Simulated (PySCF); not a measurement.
Compound: C₉H₆.
Geometry (GFN2-xTB, Å), atoms numbered from 1 in this order:
```xyz
15
C9H6 angstrom
C      3.9992    0.6665   -1.2842
C      3.1554    0.4471   -0.4508
C      2.2147    0.2001    0.4909
C      1.3729   -0.0222    1.3366
C      0.4271   -0.2786    2.3315
C     -0.8932   -0.3935    2.0965
C     -1.4696   -0.2686    0.8232
C     -1.9756   -0.1638   -0.2650
C     -2.5817   -0.0383   -1.5689
H      4.7300    0.8572   -2.0111
H      0.8118   -0.3857    3.3385
H     -1.5749   -0.5932    2.9137
H     -3.1005   -0.9617   -1.8289
H     -1.8171    0.1631   -2.3191
H     -3.3028    0.7798   -1.5673
```

The calculation used TDDFT B3LYP/def2-SVPD, vertical, gas phase, core orbitals frozen in the response (PySCF 2.14.0, density-fitted response routines).

Ground-to-excited transition dipoles (e·a0, same axes as the geometry; the sign carries no meaning), for the states with f of 0.002 or more among the lowest 6:

| state | E (eV) | μx | μy | μz |
| --- | --- | --- | --- | --- |
| S2 | 3.922 | 1.960 | 0.237 | -0.091 |
| S5 | 4.958 | -0.952 | -0.055 | -0.359 |
| S6 | 5.585 | 1.178 | 0.162 | -0.189 |

**Question.** What oscillator strength does each state have?

**Answer.** f = (2/3) ΔE |μ|² with ΔE in hartree (27.2114 eV).

```csv
state,|μ|² (au),|μ| (D),f
S2,3.908,5.02,0.375
S5,1.038,2.59,0.126
S6,1.450,3.06,0.198
```

**Question.** The point group is Cs. Which irreducible representation does each state belong to?

**Answer.** The ground state is totally symmetric, so the direction of μ fixes the label. Polarised in the mirror plane, so A′: S2, S5 and S6.

**Question.** Which bond between heavy atoms lies closest to the direction of the S2 transition dipole?

**Answer.** C5–C6, at 13° from it; next C1–C2, C2–C3 and C3–C4 at 42°.

**Question.** What angle do the transition dipoles of S2 and S5 make?

**Answer.** |cos θ| = |μa·μb| / (|μa| |μb|) = 0.92, so θ ≈ 24° (taken between 0 and 90°, since the signs are arbitrary).

**Question.** What peak molar absorption coefficient would the strongest computed level give as a lone Gaussian band 0.5 eV wide at half height?

**Answer.** ε(max) = 2.175×10⁸ f / FWHM, with the width in cm⁻¹. S2: 2.175×10⁸ × 0.3755 / 4033 ≈ 20000 L mol⁻¹ cm⁻¹.
